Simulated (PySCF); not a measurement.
SMILES CC[SiH2]c1ccco1, GFN2-xTB optimised geometry.

```
18

C     -2.94    -2.05     0.75
C     -1.81    -1.03     0.75
Si    -0.21    -1.69    -0.03
C      1.06    -0.31     0.00
C      2.43    -0.31     0.00
C      2.84     1.04     0.00
C      1.69     1.77     0.00
O      0.62     0.97     0.00
H     -3.84    -1.64     1.20
H     -2.66    -2.94     1.31
H     -3.18    -2.35    -0.27
H     -1.62    -0.71     1.78
H     -2.14    -0.13     0.21
H      0.32    -2.83     0.73
H     -0.46    -2.11    -1.42
H      3.06    -1.18     0.00
H      3.84     1.41     0.00
H      1.52     2.83     0.00
```

Density from PBE0/def2-SVP run with PySCF 2.14.0 at that geometry.

Minimum of the electron density along straight lines between bonded atoms, close to the bond critical point (lines longer than 1.1 times the sum of covalent radii, or with two minima, are not listed):

| bond | length / Å | ρ at the minimum / e bohr⁻³ | ∇²ρ there / e bohr⁻⁵ | position (fraction from the first atom) |
|---|---|---|---|---|
| C1–C2 | 1.524 | … | … | 0.50 |
| C2–Si3 | 1.901 | 0.113 | 0.30 | 0.62 |
| Si3–C4 | 1.874 | 0.112 | 0.38 | 0.38 |
| C4–C5 | 1.369 | 0.323 | -0.81 | 0.51 |
| C5–C6 | 1.412 | 0.293 | -0.70 | 0.50 |
| C6–C7 | 1.362 | 0.326 | -0.83 | 0.48 |
| C4–O8 | 1.356 | 0.278 | … | 0.33 |
| C7–O8 | 1.338 | 0.294 | 0.07 | 0.33 |
| C1–H9 | 1.089 | 0.276 | -1.00 | 0.62 |
| C1–H10 | 1.088 | 0.277 | -1.01 | 0.62 |
| C1–H11 | 1.088 | 0.277 | -1.01 | 0.62 |
| C2–H12 | 1.092 | 0.271 | -0.96 | 0.62 |
| C2–H13 | 1.092 | 0.271 | -0.96 | 0.62 |
| Si3–H14 | 1.468 | 0.116 | 0.33 | 0.49 |
| Si3–H15 | 1.471 | 0.116 | 0.32 | 0.49 |
| C5–H16 | 1.071 | 0.286 | -1.11 | 0.63 |
| C6–H17 | 1.071 | 0.285 | -1.10 | 0.63 |
| C7–H18 | 1.073 | 0.290 | -1.17 | 0.65 |

Question: What belongs in the gaps?

Answer: 
- C1–C2, ρ at the minimum / e bohr⁻³: 0.239
- C1–C2, ∇²ρ there / e bohr⁻⁵: -0.53
- C4–O8, ∇²ρ there / e bohr⁻⁵: 0.09
